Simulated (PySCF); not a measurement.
Fractional electron number in Ne²⁺ (neon, charge +2)

The 2p beta orbital of [He] 2s2 2p4 is emptied in steps (occupation f), with all orbitals relaxed, ending at [He] 2s2 2p3. All numbers are calculated (PySCF 2.14, the spin-free X2C one-electron Hamiltonian (Gaussian nucleus), in jorge-DZP-DKH (4s2p1d, 15 functions)). The exact energy is a straight line in f; departures are measured from the line between the end points of the same method.

**Question.** Among UHF, LDA, PBE, PBE0, r2SCAN, LC-wPBE, BHandHLYP, wB97X, TPSS, HSE06, which shows the largest delocalisation error (convex curve), and which is closest to linear?

**Answer.** Most convex: LDA (-2.958 eV at f = 0.5); closest to linear: UHF (0.448 eV).

| f | UHF (eV) | LDA (eV) | PBE (eV) | PBE0 (eV) | r2SCAN (eV) | LC-wPBE (eV) | BHandHLYP (eV) | wB97X (eV) | TPSS (eV) | HSE06 (eV) |
| --- | --- | --- | --- | --- | --- | --- | --- | --- | --- | --- |
| 1 | 0.000 | 0.000 | 0.000 | 0.000 | 0.000 | 0.000 | 0.000 | 0.000 | 0.000 | 0.000 |
| 0.9 | 0.172 | -1.061 | -1.046 | -0.746 | -0.944 | -0.540 | -0.453 | -0.520 | -0.993 | -0.783 |
| 0.7 | 0.388 | -2.482 | -2.441 | -1.739 | -2.186 | -1.256 | -1.064 | -1.207 | -2.307 | -1.824 |
| 0.5 | 0.448 | -2.958 | -2.901 | -2.067 | -2.580 | -1.486 | -1.274 | -1.424 | -2.728 | -2.165 |
| 0.3 | 0.365 | -2.483 | -2.427 | -1.729 | -2.148 | -1.235 | -1.076 | -1.177 | -2.267 | -1.809 |
| 0.1 | 0.152 | -1.061 | -1.032 | -0.735 | -0.913 | -0.521 | -0.464 | -0.490 | -0.956 | -0.769 |
| 0 | 0.000 | 0.000 | 0.000 | 0.000 | 0.000 | 0.000 | 0.000 | 0.000 | 0.000 | 0.000 |

```json
{"method": "UHF", "E(f=0) − E(f=1) (eV)": "62.329", "−ε at f=1 (eV)": "64.272", "−ε at f=0.5 (eV)": "62.260"}
{"method": "LDA", "E(f=0) − E(f=1) (eV)": "64.203", "−ε at f=1 (eV)": "52.431", "−ε at f=0.5 (eV)": "64.199"}
{"method": "PBE", "E(f=0) − E(f=1) (eV)": "64.428", "−ε at f=1 (eV)": "52.817", "−ε at f=0.5 (eV)": "64.468"}
{"method": "PBE0", "E(f=0) − E(f=1) (eV)": "64.268", "−ε at f=1 (eV)": "55.987", "−ε at f=0.5 (eV)": "64.299"}
{"method": "r2SCAN", "E(f=0) − E(f=1) (eV)": "64.159", "−ε at f=1 (eV)": "53.638", "−ε at f=0.5 (eV)": "64.277"}
{"method": "LC-wPBE", "E(f=0) − E(f=1) (eV)": "64.583", "−ε at f=1 (eV)": "58.585", "−ε at f=0.5 (eV)": "64.643"}
{"method": "BHandHLYP", "E(f=0) − E(f=1) (eV)": "64.249", "−ε at f=1 (eV)": "59.229", "−ε at f=0.5 (eV)": "64.214"}
{"method": "wB97X", "E(f=0) − E(f=1) (eV)": "64.132", "−ε at f=1 (eV)": "58.352", "−ε at f=0.5 (eV)": "64.217"}
{"method": "TPSS", "E(f=0) − E(f=1) (eV)": "64.531", "−ε at f=1 (eV)": "53.487", "−ε at f=0.5 (eV)": "64.648"}
{"method": "HSE06", "E(f=0) − E(f=1) (eV)": "64.317", "−ε at f=1 (eV)": "55.620", "−ε at f=0.5 (eV)": "64.361"}
```

Reference removal energy between the ground levels: 63.423 eV (measured; NIST Atomic Spectra Database, ionization energies). The calculation has no spin-orbit coupling. UHF lacks correlation.
